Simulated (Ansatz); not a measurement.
Computed with Ansatz on PBE0-D4/def2-TZVP structures; ΔE is electronic, products minus reactants. CCSD(T)/CBS is the MP2 limit (def2-TZVPP, def2-QZVPP) plus CCSD(T) − MP2 in def2-TZVPP, frozen cores. This one scheme is used for every species. Functionals use def2-TZVPP. Each species was taken in one conformer, which may not be the lowest.

`F[Si]N([SiH3])[SiH3]` + CH₃OH → `CO[Si]F` + `[SiH3]N[SiH3]`  (ligand exchange at the Si–N bond)

```json
{"level": "B97M-V", "ΔE (kJ/mol)": "-45.6"}
{"level": "ωB97M-V", "ΔE (kJ/mol)": "-42.1"}
{"level": "r2SCAN", "ΔE (kJ/mol)": "-42.3"}
{"level": "r2SCANh", "ΔE (kJ/mol)": "-42.2"}
```

What does CCSD(T)/CBS give? (An estimate is asked.)

The calculation gave: -38.4 kJ/mol. The listed levels differ from it by -7.2, -3.7, -3.9, -3.8 kJ/mol.

What do rigid-rotor, harmonic-oscillator terms from PBE0-D4/def2-TZVP frequencies (298.15 K, 1 bar) make of the CCSD(T)/CBS value? (Best estimate.)

Computed: ΔZPE = -1.0 kJ/mol, ΔH = -39.2 kJ/mol, ΔS = 31 J/(mol·K), ΔG = -48.4 kJ/mol. Modes under 50 cm⁻¹ make the entropy rough.

Largest T1 diagnostic among the species: 0.014.

At CCSD(T), def2-SVP lies +6.9 kJ/mol from the extrapolated value and def2-TZVPP −0.0 kJ/mol. Leaving LDA and LC-ωPBE aside and taking each functional with its dispersion term where it has one, the values, not all of them listed here, spread over 15.4 kJ/mol, from CAM-B3LYP-D4 to revPBE-D4. The D4 term adds +10.1 kJ/mol with B3LYP and +5.4 kJ/mol with PBE0; it sums over pairs of atoms, weighted by their polarisabilities, and B3LYP, whose exchange is more repulsive, gets the larger term.

B3LYP here is the variant with VWN-RPA as its local correlation; programs differ in this.
